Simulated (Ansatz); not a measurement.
Consider the ligand exchange at a Ge–C bond: `C#[C][GeH3]` + `O[SiH](Cl)Cl` → `Cl[SiH](Cl)[O][GeH3]` + `C#C`.

Computed with Ansatz on PBE0-D4/def2-TZVP structures; ΔE is electronic, products minus reactants. CCSD(T)/CBS adds triple-zeta CCSD(T) − MP2 to the extrapolated MP2 energy (def2 sets, frozen cores). This one scheme is used for every species. DFT in def2-TZVPP. For Ge outer-core shells are correlated without core-valence functions, which leaves a few kJ/mol of doubt a bond. Scalar relativity is left out up to krypton. Each species was taken in one conformer, which may not be the lowest.

Problem. Is it downhill or uphill in electronic energy at CCSD(T)/CBS, and by how much? (Estimate.)

Solution. Computed: Downhill: ΔE = -25.2 kJ/mol.

Problem. What do these levels give: LDA (SPW92), revPBE-D4, BLYP-D4, B97M-V, PBE0-D4, PBE-QIDH, BLYP, CCSD/def2-SVP, SCS-MP2/def2-TZVPP, MP2/def2-QZVPP, HF/CBS(def2), CCSD/CBS(def2)? (An estimate is asked.)

Solution. Ansatz gave: LDA (SPW92) -13.4, revPBE-D4 -19.5, BLYP-D4 -29.3, B97M-V -26.9, PBE0-D4 -19.9, PBE-QIDH -20.4, BLYP -21.4, CCSD/def2-SVP -33.3, SCS-MP2/def2-TZVPP -26.1, MP2/def2-QZVPP -24.1, HF/CBS(def2) -36.3, CCSD/CBS(def2) -26.3 kJ/mol.

Largest T1 diagnostic among the species: 0.013.

The D4 term adds −6.8 kJ/mol with B3LYP and −4.0 kJ/mol with PBE0; it sums over pairs of atoms, weighted by their polarisabilities, and B3LYP, whose exchange is more repulsive, gets the larger term. In def2-TZVPP, CCSD(T) changes the Hartree–Fock value by +10.0 kJ/mol (the triples alone add +1.1 kJ/mol) and MP2 by +11.3 kJ/mol. From BLYP to BHLYP (50 % exact exchange), in def2-TZVPP and without D4, ΔE moves by −5.9 kJ/mol.

B3LYP here is the variant with VWN-RPA as its local correlation; programs differ in this.
